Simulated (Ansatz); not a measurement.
A structure relaxed at PBE0-D4/def2-TZVP, charge 0, multiplicity 1:

| atom | x (Å) | y (Å) | z (Å) |
| --- | --- | --- | --- |
| B1 | 1.6326 | -1.1897 | 1.0133 |
| Si2 | 1.3290 | -0.2153 | -0.6796 |
| B3 | 1.2893 | 1.7600 | -0.5998 |
| Si4 | -1.0290 | -0.5569 | -0.7501 |
| C5 | -1.8972 | 0.2016 | 0.7260 |
| H6 | 2.1386 | -2.2720 | 1.0495 |
| H7 | 1.2296 | -0.7173 | 2.0362 |
| H8 | 1.8902 | -0.8282 | -1.9165 |
| H9 | 1.5986 | 2.4486 | -1.5266 |
| H10 | 0.8768 | 2.2923 | 0.3893 |
| H11 | -1.2841 | -2.0239 | -0.8101 |
| H12 | -1.5423 | 0.0297 | -2.0202 |
| H13 | -1.7311 | 1.2797 | 0.7643 |
| H14 | -1.5281 | -0.2295 | 1.6584 |
| H15 | -2.9730 | 0.0210 | 0.6656 |

(1) Give its formula and SMILES.

(2) Point group (tolerance 0.08 Å, 0.16 Å for H)?

(3) Summarise the bond lengths by kind.

Results:

(1) CH10B2Si2, `B[SiH](B)[SiH2]C`.

(2) Cs.

(3) 2 × B–Si 1.977 Å; 4 × B–H 1.195 to 1.197 Å; 1 × Si–Si 2.384 Å; 3 × H–Si 1.490 Å; 1 × C–Si 1.873 Å; 3 × C–H 1.092 to 1.093 Å.

Results of the Gaussian-basis code of Ansatz.
